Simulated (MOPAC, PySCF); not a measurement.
C5H4, SMILES `C#CCC#C`, neutral singlet in the gas phase. 

Cartesian coordinates (Å):
SMILES: C#CCC#C
```xyz
9

C      2.1648     0.6895    -0.6229
C      1.2070     0.0343    -0.3242
C      0.0513    -0.7753     0.0419
C     -1.2067    -0.0392     0.0115
C     -2.2471     0.5550    -0.0100
H      3.0134     1.2737    -0.8892
H      0.2035    -1.1889     1.0454
H     -0.0168    -1.6346    -0.6351
H     -3.1694     1.0853    -0.0298
```
Charge 0, multiplicity 1.

All levels are single points at this geometry (PBE0-D3(BJ)/def2-TZVP); Pople sets use spherical d functions. Orbital energies aren't observables, and empty levels follow the basis.

HF/STO-3G in PySCF gives HOMO (eV) = -8.78.

Problem. Estimate the HOMO (eV) from each of these levels: PBE0-D3(BJ)/def2-TZVP in PySCF; B3LYP/6-31G* in PySCF; M06-2X/6-31G* in PySCF; PBE/6-31G* in PySCF; HF/3-21G in PySCF; HF/6-31G* in PySCF; PM3 in MOPAC; PM7 in MOPAC.

Solution. 
```
level                           HOMO (eV)
------------------------------  ---------
PBE0-D3(BJ)/def2-TZVP in PySCF      -7.78
B3LYP/6-31G* in PySCF               -7.14
M06-2X/6-31G* in PySCF              -8.71
PBE/6-31G* in PySCF                 -6.16
HF/3-21G in PySCF                  -10.38
HF/6-31G* in PySCF                 -10.25
PM3 in MOPAC                       -10.62
PM7 in MOPAC                       -10.73
```
